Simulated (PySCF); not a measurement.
A PySCF script (with the pyscf-properties extension) for the NMR shieldings of `FC(F)=C(F)/C=C\[SiH2]O[SiH3]`, C4H7F3OSi2, on a GFN2-xTB geometry:

```python
import basis_set_exchange as bse
import numpy as np
from pyscf import gto, dft
from pyscf.prop import nmr

atoms = """
F     4.528978    0.324597    1.854915
C     3.748915    0.498029    0.798749
F     4.450752    0.951923   -0.233623
C     2.433783    0.259528    0.745872
F     1.845354   -0.199367    1.869102
C     1.614299    0.462928   -0.424459
C     0.300352    0.236372   -0.478193
Si   -0.806480   -0.399579    0.916650
O    -2.283870   -0.473496    0.259270
Si   -3.827612   -0.431993   -0.222698
H     2.170011    0.826343   -1.279663
H    -0.186804    0.435121   -1.423949
H    -0.867976    0.550464    2.023817
H    -0.454232   -1.765139    1.294519
H    -4.246907    0.968359   -0.203507
H    -4.592740   -1.246145    0.718438
H    -3.832821   -0.985915   -1.575687
"""
names = dict.fromkeys(["F", "C", "Si", "O", "H"], "pcSseg-1")
basis = {el: gto.basis.parse(bse.get_basis(n, elements=[el], fmt="nwchem")) for el, n in names.items()}
mol = gto.M(atom=atoms, basis=basis, charge=0, verbose=0)
mf = dft.RKS(mol, xc="PBE0")
mf.grids.level = 2
mf.grids.alignment = dft.numint.BLKSIZE   # the property module wants whole blocks of grid points
mf.conv_tol = 1e-9
mf.kernel()

calc = nmr.RKS(mf)   # GIAO
C = mf.mo_coeff
Co = C[:, mf.mo_occ > 0]
resp = mf.gen_response(singlet=True, hermi=2)
def vind(x):   # induced exchange potential for any number of trial vectors
    d = np.einsum("pi,xij,qj->xpq", C, 2 * x.reshape(-1, C.shape[1], Co.shape[1]), Co, optimize=True)
    return np.einsum("xpq,pi,qj->xij", resp(d - d.transpose(0, 2, 1)), C, Co, optimize=True).ravel()
mo1, _ = nmr.rhf.solve_mo1(calc, with_cphf=vind)
sigma = calc.kernel(mo1)
for i, s in enumerate(sigma):   # ppm
    print("%2d %-2s %9.2f" % (i, mol.atom_pure_symbol(i), np.trace(s) / 3))
```

Task: What does it print?

Result: 
```
 0 F     271.07
 1 C      17.09
 2 F     285.61
 3 C      45.83
 4 F     371.32
 5 C      50.73
 6 C      48.57
 7 Si    387.55
 8 O     328.20
 9 Si    393.80
10 H      24.89
11 H      25.38
12 H      26.30
13 H      26.30
14 H      26.50
15 H      26.52
16 H      26.49
```

These numbers come from an equivalent density-fitted implementation of the same equations, which agrees with the script to about 0.01 ppm for H and up to a few tenths of a ppm for heavy atoms, so last digits may differ.

Size and cost of the density-fitted run: 219 basis functions, 45 s wall time on 1 thread of an Arm Neoverse V1, shared host.
